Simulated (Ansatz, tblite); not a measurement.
Forces on the cluster B₇H₁₃ at its B3LYP-D4/def2-SVP geometry. Charge 0, multiplicity 1.

The xTB rows come from tblite. Another isomer (singlet) lies 1.39 eV lower at PBE0-D4/def2-TZVP; other spin states weren't run for this one.

GFN1-xTB (tblite), largest force 1.62 eV/Å:

```xyz
20
positions Å, forces eV/Å
B     0.485    0.030    1.208    0.078    1.030    0.657
B     0.971    0.495   -0.453    0.685    0.390   -0.304
B     0.559   -1.093   -0.024    0.598   -1.318   -0.325
B    -1.157    0.621    1.172   -0.098    0.497    0.685
B     1.409   -1.106   -1.490    0.249    0.145   -0.549
B    -0.698    1.729   -0.550   -0.654    0.658   -0.775
B    -0.784   -1.138    1.058   -0.779   -1.289    0.587
H    -1.681    1.125    0.098    0.509    0.089    0.214
H    -1.109   -2.053    1.758    0.140    0.310   -0.249
H     1.339   -2.046   -0.350   -0.065   -0.103    0.234
H    -1.663    1.178    2.104    0.089   -0.162   -0.284
H     2.602   -1.020   -1.587   -0.387   -0.133   -0.079
H     1.990    1.114   -0.527   -0.331   -0.154   -0.066
H     1.217    0.141    2.150   -0.336   -0.123   -0.359
H    -0.247    2.709   -0.036   -0.174   -0.361   -0.245
H    -0.719   -1.501   -0.247   -0.107    0.014   -0.026
H     0.781   -1.604   -2.390    0.321    0.161    0.199
H    -1.945   -0.432    0.889   -0.018   -0.113    0.066
H     0.086    0.953   -1.284    0.138    0.178    0.492
H    -1.437    1.900   -1.501    0.141    0.286    0.126
```

GFN2-xTB (tblite), largest force 0.93 eV/Å:

```
B -0.061 0.149 0.372
B 0.467 0.017 -0.436
B 0.275 -0.654 -0.046
B -0.533 0.068 0.421
B 0.290 -0.058 -0.241
B -0.551 0.296 -0.691
B -0.364 -0.722 -0.019
H 0.729 0.254 0.397
H 0.173 0.341 -0.204
H -0.277 0.199 0.383
H 0.203 -0.167 -0.315
H -0.585 -0.136 -0.281
H -0.451 -0.187 0.041
H -0.297 -0.018 -0.402
H -0.347 -0.347 -0.458
H 0.165 0.043 0.191
H 0.469 0.279 0.180
H 0.202 -0.044 0.241
H 0.337 0.239 0.726
H 0.155 0.448 0.141
```

PBE-D4/def2-TZVP (Ansatz), largest force 0.30 eV/Å:

```
B 0.049 -0.034 0.012
B 0.014 -0.071 0.020
B -0.079 0.142 0.038
B 0.130 -0.087 -0.021
B -0.110 0.042 0.168
B 0.167 -0.103 0.227
B 0.137 0.129 -0.048
H -0.102 0.026 -0.070
H 0.021 0.097 -0.072
H 0.026 0.058 -0.090
H 0.043 -0.063 -0.091
H -0.089 -0.003 0.029
H -0.090 -0.044 0.016
H -0.083 -0.007 -0.096
H -0.036 -0.079 -0.043
H -0.021 -0.014 0.015
H 0.059 0.018 0.077
H -0.030 0.016 -0.004
H -0.043 0.020 -0.126
H 0.037 -0.043 0.058
```
